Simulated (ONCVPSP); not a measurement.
# Logarithmic derivatives: B (Z = 5), ONCV

ONCVPSP 4.0.1 input, shortened (lines: element, Z, core and valence counts, functional; n l f; lmax; l rc ep ncon nbas qcut; lloc lpopt rc5 dvloc0; l nproj debl; icmod fcfact rcfact), PBE, scalar-relativistic:

```
  B 5.00    0    3        4      upf
    1    0    2.00
    2    0    2.00
    2    1    1.00
    1
    0    0.50    0.00    4    7   31.30
    1    2.15    0.00    3    7    5.20
    4    5    0.45    1.00
    0    2    1.10
    1    1    3.50
    0    0.00    0.00
```

The phase is arctan(r·R′/R) of the radial function R(r), unwrapped; energies in Ha, scanned from -8 to 5 Ha. A pole is an energy at which the radial function vanishes at the test radius. The pseudo phase is shifted by a multiple of π to meet the all-electron one at the reference energy, and phase errors are pseudo minus all-electron; the curves can meet again beyond the range given. Levels narrower than the energy grid can be missing from the lists of poles.

Q: For each channel, where are the poles, and over which energies does the pseudopotential scatter like the atom?

A:

```
channel  radius (bohr)  reference energy (Ha)  poles, all-electron  poles, pseudo  unbroken range about the reference energy with phases within 0.05 rad  phase error 1 Ha above the reference energy (rad)
      s           0.51                  -0.35                -2.18          -2.18                                                        the whole range                                             +0.000
      p           2.18                  -0.13           0.42, 3.81     0.44, 1.95                                                              below 1.1                                             +0.027
```

Note: no bound ghost flagged; GHOST(+) flagged for p at 56.7 eV.

Phases in the s channel:

| E (Ha) | all-electron | pseudo |
| --- | --- | --- |
| -7.96 | -0.921 | -0.921 |
| -7.24 | -1.059 | -1.059 |
| -6.52 | -1.173 | -1.173 |
| -5.80 | -1.267 | -1.267 |
| -5.08 | -1.346 | -1.346 |
| -4.36 | -1.414 | -1.414 |
| -3.64 | -1.472 | -1.472 |
| -2.92 | -1.523 | -1.523 |
| -2.20 | -1.569 | -1.569 |
| -1.48 | -1.611 | -1.611 |
| -0.76 | -1.650 | -1.650 |
| -0.04 | -1.687 | -1.687 |
| 0.68 | -1.722 | -1.722 |
| 1.40 | -1.757 | -1.757 |
| 2.12 | -1.791 | -1.791 |
| 2.84 | -1.825 | -1.825 |
| 3.56 | -1.860 | -1.860 |
| 4.28 | -1.896 | -1.896 |
| 5.00 | -1.934 | -1.934 |
